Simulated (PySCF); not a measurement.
# What a mistake does to a calculation on BCClGeH5

All numbers below are calculated, not measured. They come from PySCF 2.14.0, an open-source quantum chemistry program, on an isolated molecule that a program drew, which may never have been made. The molecule is BCClGeH5 (charge 0, doublet), drawn as the SMILES string `C[B][GeH2][Cl]`.

Each row is a Hartree-Fock (HF) and frozen-core CCSD(T) single point in the cc-pV(D+d)Z basis, meant for a local HF minimum. Run 1 is clean. Each other run has one planted mistake out of seven kinds, and not every kind appears here: one electron removed, one electron added, multiplicity raised by two, geometry at a saddle point, minimal basis STO-3G, one bond length entered in bohr, all coordinates scaled. The reference is restricted for singlets and unrestricted otherwise, and also for a bond in bohr. Adding or removing an electron swaps singlet and doublet. Electrons count all cores. HOMO and LUMO are orbital energies over both spins, the gradient is its largest component, and the lowest frequency (negative if imaginary) is given only where the gradient is small. Bond lengths are over the 8 bonds as drawn. T1 is the CCSD diagnostic: over 0.02 (restricted) or 0.045 (unrestricted) a single reference is doubtful. Germanium has the cc-pVDZ-PP basis, with a core potential (ECP10MDF) in place of its 10 inner electrons, and its 3s, 3p and 3d shells are frozen in CCSD(T).

Geometry of the clean run:
```xyz
9
BCClGeH5, angstrom
C    -0.9174   -2.0322   -0.3515
B    -1.5840   -0.6277   -0.4049
Ge   -1.3972    1.0768    0.7433
Cl    0.1555    0.8447    2.2922
H    -1.4443   -2.5795    0.4452
H    -1.0175   -2.6138   -1.2698
H     0.1341   -1.9887   -0.0511
H    -2.6770    1.4028    1.5092
H    -0.9559    2.2839   -0.0805
```

```
run,electrons,basis functions,<S^2>,HOMO (eV),LUMO (eV),gradient (hartree/bohr),lowest frequency (cm^-1),mean bond (Å),longest bond (Å),T1,HF (hartree),CCSD(T) (hartree),mistake
1,65,99,0.758,-8.82,1.26,1.7e-05,69,1.5206,2.205,0.0124,-818.32855,-818.83068,no fault
2,65,99,3.763,-7.79,-2.35,4.4e-02,-,1.5206,2.205,0.0262,-818.18557,-818.68300,multiplicity raised by two
3,66,99,0.000,-0.41,7.46,4.4e-02,-,1.5206,2.205,0.0142,-818.29450,-818.83449,one electron added
4,65,99,0.758,-8.91,1.16,1.5e-02,-,1.5525,2.252,0.0127,-818.32526,-818.82966,all coordinates scaled
5,64,99,0.000,-16.38,-6.23,5.4e-02,-,1.5206,2.205,0.0169,-818.05117,-818.55046,?
```

**Which mistake was planted in run 5, and what did it cost?**

It counts 64 electrons, one fewer than the clean run, at the same geometry and basis. So the mistake is: one electron removed. Subtracting run 1 and multiplying by 627.51 kcal/mol a hartree, the energy moved by 174.1 kcal/mol in HF and 175.8 kcal/mol in CCSD(T).

